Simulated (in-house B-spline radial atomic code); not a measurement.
**Ionising Yb+ with different functionals**

Computed with a B-spline radial code for spherical atoms: four-component Dirac-Coulomb Hamiltonian, Fermi nucleus of rms radius 5.3108 fm, spin-restricted, spherical fractional occupations for the functionals. The ionisation energy is the difference of two self-consistent energies, [Xe] 4f14 6s1 → [Xe] 4f14, without Breit or QED terms; ε is the level of the shell that loses the electron (mean over j).

Hybrids are left out here: with spherical fractional occupations of an open shell their exact exchange keeps a self-interaction that integer-occupation calculations don't have.

```json
{"method": "LDA VWN5", "rung": "LDA", "ΔSCF (eV)": "12.46", "-ε(6s) (eV)": "9.55"}
{"method": "relativistic LDA", "rung": "LDA", "ΔSCF (eV)": "12.43", "-ε(6s) (eV)": "9.53"}
{"method": "LDA PW92", "rung": "LDA", "ΔSCF (eV)": "12.46", "-ε(6s) (eV)": "9.55"}
{"method": "LDA exchange-only", "rung": "LDA", "ΔSCF (eV)": "11.56", "-ε(6s) (eV)": "8.64"}
{"method": "PBE", "rung": "GGA", "ΔSCF (eV)": "12.25", "-ε(6s) (eV)": "9.27"}
{"method": "PBEsol", "rung": "GGA", "ΔSCF (eV)": "12.13", "-ε(6s) (eV)": "9.26"}
{"method": "BLYP", "rung": "GGA", "ΔSCF (eV)": "12.40", "-ε(6s) (eV)": "9.34"}
{"method": "RPBE", "rung": "GGA", "ΔSCF (eV)": "12.19", "-ε(6s) (eV)": "9.12"}
{"method": "PW91", "rung": "GGA", "ΔSCF (eV)": "12.28", "-ε(6s) (eV)": "9.30"}
{"method": "BP86", "rung": "GGA", "ΔSCF (eV)": "12.26", "-ε(6s) (eV)": "9.46"}
{"method": "AM05", "rung": "GGA", "ΔSCF (eV)": "12.09", "-ε(6s) (eV)": "9.22"}
{"method": "OLYP", "rung": "GGA", "ΔSCF (eV)": "12.11", "-ε(6s) (eV)": "8.87"}
```

**Question.** How do they compare with the NIST value?

**Answer.** NIST lists 12.179 eV (measured, ground level to ground level). Errors run from -0.62 to +0.28 eV; RPBE is closest (+0.01 eV), but part of that can be cancellation, since the calculations leave out Breit-QED terms, spin polarisation.
